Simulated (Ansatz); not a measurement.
One geometry of TaNCl3H⁺, that is Ta(NH)Cl3 with one electron fewer, several levels of theory.

```yaml
crystal:
  periodic: [false, false, false]
  atoms:
    - {symbol: Ta, position_ang: [-0.005511, -0.002710, -0.416608]}
    - {symbol: N, position_ang: [0.016680, 0.008426, 1.327339]}
    - {symbol: H, position_ang: [0.030773, 0.015183, 2.341066]}
    - {symbol: Cl, position_ang: [2.188544, -0.002104, -1.112090]}
    - {symbol: Cl, position_ang: [-1.119583, 1.898302, -1.082005]}
    - {symbol: Cl, position_ang: [-1.110904, -1.917098, -1.057711]}
basis:
  gaussian: {orbitals: def2-TZVP, initial_orbitals: start.molden}
total_charge: 1
magnetization: {spin_polarized: true, initial_magnetization: 1}
hamiltonian: {xc: {name: LC-wPBE, parameters: {omega: 0.15/bohr}}}
scf: {omitted_lower_state_checks: [starts]}
output: {orbitals: {seedname: orbitals}}
```

The file start.molden holds the orbitals of an earlier run on this structure, at another level or in another basis.

```sh
$ ansatz run in.yaml --threads 4 --pin off --events-out ev --progress --plain --max-ram 3916MiB
```

It prints (some lines left out):

```
Functional definition: LC-wPBE
1304 factors; their error is unknown
112 factors; integrals over basis functions are off by at most 1.2e-6 eV
mean field evaluation 1: about -40611.2473 eV, gradient 1.1e1 eV
mean field evaluation 2: about -40611.3863 eV, gradient 2.8e-1 eV
mean field evaluation 4: about -40611.3900 eV, gradient 2.0e-1 eV
mean field evaluation 8: about -40611.3901 eV, gradient 2.6e-4 eV
mean field evaluation 16: about -40611.3901 eV, gradient 4.3e-6 eV
mean field -40611.39011597 eV, -1492.4410593728 hartree, gradient 4.3e-6 eV, S^2 0.760238; 0 other end points of the search recorded, 0 dependent functions left out
reference -40611.39011602 eV, -1492.4410593748 hartree; 36, 35 occupied and 152, 153 virtual orbitals, 1304 factors
Total energy: -40611.39011602 eV, -1492.4410593748 hartree
Checks for a lower state left out: starts
```

Hardware: 4 threads of Arm Neoverse V2 on a shared host. Wall time 10 s, peak host memory 0.57 GiB.

First input, but with `hamiltonian: {xc: {name: LC-wPBE, parameters: {omega: 0.1/bohr}}}` (abridged; 13 s):

```
Functional definition: LC-wPBE
mean field -40611.12837957 eV, -1492.4314407377 hartree, gradient 6.3e-6 eV, S^2 0.758137
Total energy: -40611.12837969 eV, -1492.4314407423 hartree
Checks for a lower state left out: starts
```

The first input with `hamiltonian: {xc: {name: LC-wPBE, parameters: {omega: 0.2/bohr}}}` (abridged; 9.5 s):

```
Functional definition: LC-wPBE
mean field -40611.63269537 eV, -1492.4499740015 hartree, gradient 6.8e-6 eV, S^2 0.762818
Total energy: -40611.63269540 eV, -1492.4499740026 hartree
Checks for a lower state left out: starts
```

The first input with `hamiltonian: {xc: r2scan, dispersion: d4}` (abridged; 19 s):

```
Functional definition: r2SCAN
mean field -40622.04596010 eV, -1492.8326544220 hartree, gradient 7.2e-6 eV, S^2 0.764523
Total energy: -40622.09523589 eV, -1492.8344652740 hartree
Checks for a lower state left out: starts
```

First input, but with `hamiltonian: {xc: pbe0, dispersion: d4}` (abridged; 12 s):

```
Functional definition: PBE0
mean field -40609.68969164 eV, -1492.3785699314 hartree, gradient 9.7e-6 eV, S^2 0.766015
Total energy: -40609.87386309 eV, -1492.3853381074 hartree
Checks for a lower state left out: starts
```

First input, but with `hamiltonian: {xc: {name: LC-wPBE, parameters: {omega: 0.3/bohr}}}` (abridged; 32 s):

```
Functional definition: LC-wPBE
mean field evaluation 16: about -40612.0937 eV, gradient 2.2e-5 eV
mean field -40612.09365980 eV, -1492.4669141318 hartree, gradient 2.6e-6 eV, S^2 0.764889
Total energy: -40612.09365981 eV, -1492.4669141322 hartree
Checks for a lower state left out: starts
```

As the first input, with `hamiltonian: {xc: pbe, dispersion: d4}` (abridged; 5.5 s):

```
Functional definition: PBE
mean field evaluation 16: about -40608.4336 eV, gradient 1.9e-6 eV
mean field -40608.43360623 eV, -1492.3324096440 hartree, gradient 1.9e-6 eV, S^2 0.756965
Total energy: -40608.64404423 eV, -1492.3401430978 hartree
Checks for a lower state left out: starts
```

Geometry: PBE0-D4/def2-SVP, that of the neutral singlet.

In the def2 sets Ta takes a core potential; there is no spin–orbit coupling. At PBE-D4/def2-TZVP the gap within one spin of the charge 1 doublet nearly closes, so an electron or hole may be smeared out by delocalisation error.
